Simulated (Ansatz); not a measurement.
Compare A (`[SiH3]CC[AsH2]`) with its isomer B (`C[SiH2]C[AsH2]`).

Calculated with Ansatz (gas phase, PBE0-D4/def2-TZVP geometries, no zero-point term in ΔE). CBS: MP2 limit from def2 TZ/QZ plus the TZ coupled-cluster correction, frozen cores. Functionals use def2-TZVPP. B3LYP here is the variant with VWN-RPA as its local correlation; programs differ in this. For As outer-core shells are correlated without core-valence functions, which leaves a few kJ/mol of doubt a bond. Scalar relativity is left out up to krypton. One conformer a species, not always the lowest.

Task: Which is lower in electronic energy at CCSD(T)/CBS, and by how much? (Estimate.)

Result: Computed: B, by 53.0 kJ/mol.

Task: Give E(B) − E(A) in kJ/mol with CCSD(T)/def2-TZVPP, PBE-D4, PBE0-D4, HF/def2-TZVPP, r2SCAN-D4, ωB97M-V, B3LYP-D4. (Estimate.)

Result: Ansatz gave: CCSD(T)/def2-TZVPP -51.8, PBE-D4 -52.1, PBE0-D4 -53.7, HF/def2-TZVPP -50.4, r2SCAN-D4 -55.8, ωB97M-V -55.1, B3LYP-D4 -52.8. None reverses the order clearly.

Largest T1 diagnostic: 0.011.
